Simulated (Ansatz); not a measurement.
`C[SiH](F)[GeH3]` and `C[SiH2]F` differ in one atom or group.

Ansatz, PBE0-D4/def2-TZVP geometries, multiplicity 1. 

Scalar relativity is left out up to krypton.

```
                                                                                  property  `C[SiH](F)[GeH3]`
                                                     HOMO–LUMO gap (B3LYP/def2-TZVPP) / eV               7.56
                                          size of the dipole moment (B3LYP/def2-TZVPP) / D               1.61
                                            size of the dipole moment (PBE/def2-TZVPP) / D               1.58
                                                        HOMO energy (PBE0/def2-TZVPP) / eV              -8.01
ideal-gas entropy at 298 K and 1 bar (rigid rotor, harmonic PBE0-D4/def2-TZVP) / J/(mol·K)                363
                                        size of the dipole moment (ωB97M-V/def2-TZVPP) / D               1.60
```

Problem. What does the change do to each property? (Best estimate.)

Solution. Ansatz gave: 
```
                                                                                  property  `C[SiH2]F`  shift
                                                     HOMO–LUMO gap (B3LYP/def2-TZVPP) / eV        9.27   1.71
                                          size of the dipole moment (B3LYP/def2-TZVPP) / D        1.72   0.11
                                            size of the dipole moment (PBE/def2-TZVPP) / D        1.67   0.09
                                                        HOMO energy (PBE0/def2-TZVPP) / eV       -9.24  -1.23
ideal-gas entropy at 298 K and 1 bar (rigid rotor, harmonic PBE0-D4/def2-TZVP) / J/(mol·K)         286    -77
                                        size of the dipole moment (ωB97M-V/def2-TZVPP) / D        1.70   0.10
```

With PBE0 the HOMO falls by 1.23 eV and the LUMO rises by 0.55 eV, so the gap widens by about 1.78 eV. PBE moves the HOMO by -0.98 eV and ωB97M-V by -1.45 eV. The zero-point energy changes by -40.3 kJ/mol with -9 modes. Dipoles are sizes alone; their direction can turn.

B3LYP here is the variant with VWN-RPA as its local correlation; programs differ in this.
